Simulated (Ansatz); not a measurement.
`S[SiH2]Cl` + `[Cl][Au]` → `S[SiH](Cl)Cl` + `[AuH]` at 298.15 K and 1 bar (redistribution).

Calculated with Ansatz (gas phase, PBE0-D4/def2-TZVP geometries, no zero-point term in ΔE). CBS: MP2 limit from def2 TZ/QZ plus the TZ coupled-cluster correction, frozen cores. def2 core potentials past Kr. For Au outer-core shells are correlated without core-valence functions, which leaves a few kJ/mol of doubt a bond. Each species was taken in one conformer, which may not be the lowest.

| species | CCSD(T)/CBS energy (Eh) | H − E (kJ/mol) | S (J/(mol·K)) |
| --- | --- | --- | --- |
| `S[SiH2]Cl` | -1148.50980 | 90.1 | 304.5 |
| `[Cl][Au]` | -595.30960 | 11.8 | 252.2 |
| `S[SiH](Cl)Cl` | -1607.74509 | 76.3 | 336.6 |
| `[AuH]` | -136.10998 | 22.1 | 211.2 |

H − E and S are ideal-gas, rigid-rotor, harmonic terms from PBE0-D4/def2-TZVP, for one conformer and one mirror image of each species. 1 Eh = 2625.50 kJ/mol, R = 8.31446 J/(mol·K).

By hand: ΔE, ΔH, ΔS and ΔG.

ΔE = (-1607.74509) + (-136.10998) − (-1148.50980) − (-595.30960) = -0.03567 Eh = -93.7 kJ/mol. Δ(H − E) = 76.3 + 22.1 − 90.1 − 11.8 = -3.5, so ΔH = -97.2 kJ/mol. ΔS = 336.6 + 211.2 − 304.5 − 252.2 = -8.9 J/(mol·K). ΔG = -97.2 − 298.15 × (-8.9)/1000 = -94.5 kJ/mol.

By hand: the equilibrium constant, and the temperature at which ΔG would vanish if ΔH and ΔS stayed fixed.

log₁₀ K = −ΔG/(RT ln 10) = 16.6. ΔG = 0 at ΔH/ΔS = 10921 K, far beyond where these terms or the molecules hold.

The number of gas molecules stays the same, so ΔS is small and ΔH decides. A doubt of 5 kJ/mol in ΔE shifts log₁₀ K by 0.9 here. Other conformers and mirror images would add mixing entropy, several J/(mol·K) or more a flexible species. These are equilibria of isolated gas molecules and say nothing of rates. Largest T1 diagnostic: 0.027 (customary marks: 0.02 for closed shells, 0.045 for open ones).
